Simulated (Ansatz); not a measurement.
Computed with Ansatz on PBE0-D4/def2-TZVP structures; ΔE is electronic, products minus reactants. CBS: MP2 limit from def2 TZ/QZ plus the TZ coupled-cluster correction, frozen cores. Functionals use def2-TZVPP. Each species was taken in one conformer, which may not be the lowest.

Reaction (ligand exchange at the Si–C bond): `CC(C)[SiH](F)F` + `N[SiH2]F` → `F[SiH2]N[SiH](F)F` + propane

```
             level  ΔE (kJ/mol)
            B97M-V        -82.4
              BLYP        -80.7
            r2SCAN        -79.9
       HF/def2-SVP        -91.7
   CCSD/def2-TZVPP        -83.9
CCSD(T)/def2-TZVPP        -81.9
    MP2/def2-QZVPP        -81.5
     MP2/CBS(def2)        -80.7
```

Task: What does CCSD(T)/CBS give? (Estimate.)

Result: Computed: -81.0 kJ/mol. The listed levels differ from it by -1.4, 0.3, 1.1, -10.7, -2.9, -0.9, -0.5, 0.3 kJ/mol.

Largest T1 diagnostic among the species: 0.012.

Leaving LDA and LC-ωPBE aside and taking each functional with its dispersion term where it has one, the values, not all of them listed here, spread over 15.7 kJ/mol, from BHLYP-D4 to revPBE-D4. From BLYP to BHLYP (50 % exact exchange), in def2-TZVPP and without D4, ΔE moves by −7.7 kJ/mol.
